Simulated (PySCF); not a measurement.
Assigning NMR signals

Atom-mapped SMILES (the numbers label the heavy atoms): `[CH2:1]=[N:2][C:3]1=[CH:4][C@H:5]2[CH:6]=[CH:7][C@@H:8]1[CH:9]=[CH:10]2` (H(Xn): hydrogen on atom n). Ha(C1) is cis to C3; Hb(C1) is trans to C3.

Level of theory: geometry from PBE0-D3(BJ)/def2-SVP, shieldings: GIAO KT2/pcSseg-1, in PySCF 2.14 (non-relativistic Hamiltonian, in vacuum, one conformer, equivalent nuclei averaged).

References, each an isolated molecule treated in the same way: ¹³C (σref 183.22) and ¹H (σref 31.18) against TMS.

(1) Assign these signals to the numbered atoms. ¹³C{¹H} NMR (computed): δ 170.2, 141.8, 139.6, 136.3, 114.8, 57.0, 52.3.

(2) Assign these signals to the numbered atoms. ¹H NMR (600 MHz, computed): δ 6.99 (m, 2H), 6.97 (m, 2H), 6.96 (d, 1H), 6.31 (d, 1H), 5.80 (d, 1H), 4.45 (m, 1H), 4.35 (m, 1H).

## Answers

(1) 
| δ (ppm) | atoms | environment | reason |
| --- | --- | --- | --- |
| 170.2 | C3 | fully substituted alkene carbon | – |
| 141.8 | C6/C10 | alkene CH | as expected for a trigonal carbon in a double bond |
| 139.6 | C7/C9 | alkene CH | – |
| 136.3 | C1 | C=N carbon | – |
| 114.8 | C4 | alkene CH | the olefinic region |
| 57.0 | C8 | allylic sp3 CH | – |
| 52.3 | C5 | allylic sp3 CH | aliphatic region, no heteroatom directly attached |

(2) 
| δ (ppm) | atoms | environment | reason |
| --- | --- | --- | --- |
| 6.99 | H(C7)/H(C9) | hydrogen on an alkene CH | olefinic region |
| 6.97 | H(C6)/H(C10) | hydrogen on an alkene CH | – |
| 6.96 | Ha(C1) | hydrogen on a C=N carbon | – |
| 6.31 | Hb(C1) | hydrogen on a C=N carbon | – |
| 5.80 | H(C4) | hydrogen on an alkene CH | olefinic region |
| 4.45 | H(C8) | hydrogen on an allylic sp3 CH | – |
| 4.35 | H(C5) | hydrogen on an allylic sp3 CH | – |

H(C7)/H(C9) and H(C6)/H(C10); H(C6)/H(C10) and Ha(C1); H(C8) and H(C5) lie closer than the usual error of such a calculation, so a measured spectrum could show them in the other order.

Shifts are as computed. Against solution values, carbons near 30 ppm lie about +2 ppm off and those near 130 ppm about -5 ppm. Of 1211 compounds with measured shifts, 218 miss one by over three times the rms of a fit or turn the order of signals round; such compounds aren't used in these exercises. Multiplicities follow the n + 1 count of equivalent neighbours, as no J values were calculated; m marks all less simple cases, F and P coupling included.
